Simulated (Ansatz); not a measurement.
Start from `[CH3][Nb]([NH2])(=[O])[F]` and change one atom or group to get `[CH3][Nb]([NH2])(=[O])[OH]`.

Ansatz, PBE0-D4/def2-TZVP geometries, multiplicity 1. Each molecule was computed in one conformer, which needn't be the lowest.

Elements past krypton have def2 core potentials.

```
                                          property  `[CH3][Nb]([NH2])(=[O])[F]`
             HOMO–LUMO gap (B3LYP/def2-TZVPP) / eV                         6.14
                HOMO energy (PBE0/def2-TZVPP) / eV                        -8.17
    zero-point energy (PBE0-D4/def2-TZVP) / kJ/mol                        172.2
               HOMO energy (B3LYP/def2-TZVPP) / eV                        -7.94
size of the dipole moment (ωB97M-V/def2-TZVPP) / D                         3.39
              HOMO–LUMO gap (PBE0/def2-TZVPP) / eV                         6.64
```

(1) Give the same properties after the change, and the shifts. (An estimate is asked.)

## Answers

(1) The calculation gave: 
| property | `[CH3][Nb]([NH2])(=[O])[OH]` | shift |
| --- | --- | --- |
| HOMO–LUMO gap (B3LYP/def2-TZVPP) / eV | 6.24 | 0.10 |
| HOMO energy (PBE0/def2-TZVPP) / eV | -7.76 | 0.41 |
| zero-point energy (PBE0-D4/def2-TZVP) / kJ/mol | 201.1 | 28.9 |
| HOMO energy (B3LYP/def2-TZVPP) / eV | -7.53 | 0.41 |
| size of the dipole moment (ωB97M-V/def2-TZVPP) / D | 2.53 | -0.86 |
| HOMO–LUMO gap (PBE0/def2-TZVPP) / eV | 6.73 | 0.09 |

With PBE0 the HOMO rises by 0.41 eV and the LUMO rises by 0.50 eV, so the gap widens by about 0.09 eV. PBE moves the HOMO by 0.40 eV and ωB97M-V by 0.39 eV. The zero-point energy changes by 28.9 kJ/mol with +3 modes. Dipoles are sizes alone; their direction can turn.

Positive LUMOs are unbound, so they and the gaps depend on the basis.

B3LYP here is the variant with VWN-RPA as its local correlation; programs differ in this.
